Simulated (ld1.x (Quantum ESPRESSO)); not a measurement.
beryllium: excitation energies, all-electron against TM

ld1.x (Quantum ESPRESSO) 7.5 input, shortened:

```
&input
   title='Be', zed=4., rel=1, dft='PBESOL', iswitch=3,
   config='[He] 2s2 2p0 3d-2'
 /
 &inputp
   pseudotype=2, tm=.true., lloc=1,
   nlcc=.true., new_core_ps=.true., rcore=1.45
 /
3
2S  1  0   2.00   0.00  1.90  1.90  0.0
3D  3  2  -2.00  -0.15  3.35  3.35  0.0
2P  2  1   0.00   0.00  4.20  4.20  0.0
 &test
   configts(1)='2s2 2p0'
 /
```

Energies are relative to the spin-unpolarised reference configuration 2s2 2p0; without spin polarisation the order of configurations can differ from experiment.

(1) Give the all-electron excitation energy and the error of the potential for: 2s1 2p0; 2s1.5 2p0; 2s1 2p1; 2s0 2p1; 2s0 2p2.

Answers

(1)

| valence configuration | charge | ΔE all-electron (eV) | error AE − PS (meV) |
| --- | --- | --- | --- |
| 2s1 2p0 | +1 | 9.458 | +3.7 |
| 2s1.5 2p0 | +0.5 | 3.721 | -0.8 |
| 2s1 2p1 | 0 | 3.594 | -23 |
| 2s0 2p1 | +1 | 13.364 | -205 |
| 2s0 2p2 | 0 | 7.212 | -98 |
